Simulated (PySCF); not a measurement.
Atoms are numbered as in `[N:1]#[C:2][C@@H:3]1[CH2:4][O:5][SiH2:6][O:7][C@H:8]1[C:9]#[N:10]` (H(Xn): hydrogen on atom n). Ha(C4), Ha(Si6) are cis to C2 on the ring; Hb(C4), Hb(Si6) are trans to C2 on the ring.

Computed data (PySCF 2.14.0 with density-fitted response routines): geometry: GFN2-xTB, shielding tensors at PBE0/pcSseg-1 (GIAO). No relativistic terms, single conformer, no solvent model.

Shifts are taken against calculated references (same method and geometry level): TMS for ¹³C, ¹H, ²⁹Si; ¹⁵N vs NH3; ¹⁷O vs H2O.

```tsv
atoms	nucleus	count	Hirshfeld charge	δ (ppm)
C8	¹³C	1	0.08	63.5
C9	¹³C	1	0.08	?
Hb(C4)	¹H	1	0.05	5.04
H(C3)	¹H	1	0.08	?
Ha(C4)	¹H	1	0.06	?
Si6	²⁹Si	1	0.47	-30.6
O7	¹⁷O	1	-0.22	39.2
O5	¹⁷O	1	-0.23	23.8
N1	¹⁵N	1	-0.20	?
Ha(Si6)	¹H	1	-0.07	5.04
C2	¹³C	1	0.08	122.5
Hb(Si6)	¹H	1	-0.07	5.18
C4	¹³C	1	0.02	?
N10	¹⁵N	1	-0.19	314.8
H(C8)	¹H	1	0.07	5.24
C3	¹³C	1	-0.01	37.1
```

Problem. Estimate the values marked ?.

Solution. 
- C9: 121.4 ppm, nitrile carbon; typical of a nitrile
- C4: 64.7 ppm, sp3 CH2 bonded to O; the inductive effect lowers its shielding
- Ha(C4): 4.63 ppm, hydrogen on an sp3 CH2 bonded to O; its carbon carries O, hence the downfield position
- H(C3): 2.49 ppm, hydrogen on an sp3 CH α to a nitrile
- N1: 309.5 ppm, nitrile nitrogen

Shifts are as computed. Against solution values, carbons near 30 ppm lie about +3 ppm off and those near 130 ppm about +5 ppm. Of 1211 compounds with measured shifts, 218 miss one by over three times the rms of a fit or turn the order of signals round; such compounds aren't used in these exercises. Experimental scales use liquid or dissolved standards, which lie at an offset from isolated NH3 (liquid NH3: subtract about 20 ppm) and H2O (liquid H2O: subtract about 36 ppm). Unscaled 15N shifts of sp2 nitrogen come out 20 to 40 ppm too high even then.
